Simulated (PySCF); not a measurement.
Compound: C5H11NSi.
Z-matrix (Å and degrees, GFN2-xTB geometry), rows numbered from 1:
```
C 
C   1  1.3195
C   2  1.5012  1  124.59
C   3  1.5357  2  111.34  1  -117.37
C   4  1.5277  3  108.67  2   -79.88
Si  5  1.9013  4  103.71  3   -33.52
N   3  1.4528  2  111.61  1   125.10
H   1  1.0772  2  122.17  3  -179.77
H   1  1.0785  2  121.67  3     0.68
H   2  1.0816  1  120.93  3   178.81
H   3  1.0984  2  109.01  1     4.28
H   4  1.0911  3  107.87  2   162.09
H   4  1.0916  3  110.44  2    43.85
H   5  1.0876  4  110.57  3  -156.60
H   5  1.0896  4  110.32  3    85.49
H   6  1.4697  5  111.94  4   134.08
H   6  1.4650  5  114.75  4   -98.44
H   7  1.0061  3  114.19  2   -64.76
```

Method: PySCF 2.14.0, density-fitted response routines, TDDFT B3LYP/def2-SVPD, vertical, gas phase, core orbitals frozen in the response.

What does the calculation give for the low-lying excited states?

```csv
state,E (eV),E (hartree),f,"main configurations (H = HOMO, L = LUMO)"
S1,5.46,0.2005,0.030,H→L (94%)
S2,5.80,0.2131,0.0078,H→L+1 (88%)
S3,6.01,0.2208,0.015,H→L+2 (90%)
S4,6.53,0.2400,0.0065,H→L+3 (91%)
S5,6.76,0.2483,0.0049,"H→L+4 (59%), H→L+5 (31%)"
S6,6.79,0.2496,0.0054,"H→L+5 (62%), H→L+4 (29%)"
S7,7.00,0.2571,0.055,"H-1→L+1 (75%), H-1→L (16%)"
S8,7.05,0.2589,0.118,"H-1→L (48%), H-1→L+2 (32%), H-1→L+1 (11%)"
```

Triplets (Tamm–Dancoff): T1 4.51 eV, H-1→L (51%), H→L (32%), H-1→L+2 (9%); T2 5.28 eV, H→L (60%), H-1→L (23%), H→L+1 (8%); T3 5.65 eV, H→L+1 (68%), H→L+2 (15%).

The lowest singlet comes at 227 nm (527 kJ/mol) in the ultraviolet; it is of moderate strength; its leading configuration is HOMO→LUMO (94%). The strongest level in the table is S8 at 7.05 eV (176 nm, f = 0.118). It is the last of those listed, so stronger ones may follow. Löwdin shares by element: HOMO nitrogen 53%, carbon 16% or more, silicon 9% (atoms not listed hold the other 22%); LUMO carbon 54% or more, silicon 7%, hydrogen 5% or more (atoms not listed hold the other 34%). Of the 8 states listed, 4 reach f = 0.01 and none stays under 0.0005. The oscillator strengths of these states sum to 0.243; summed over the whole spectrum of an exact calculation they would give the number of electrons, 62 (Thomas–Reiche–Kuhn). Weighted by f, the mean energy of these states is 6.71 eV. Singlets were solved by full linear response, triplets in the Tamm–Dancoff approximation.

One conformer stands for the species.
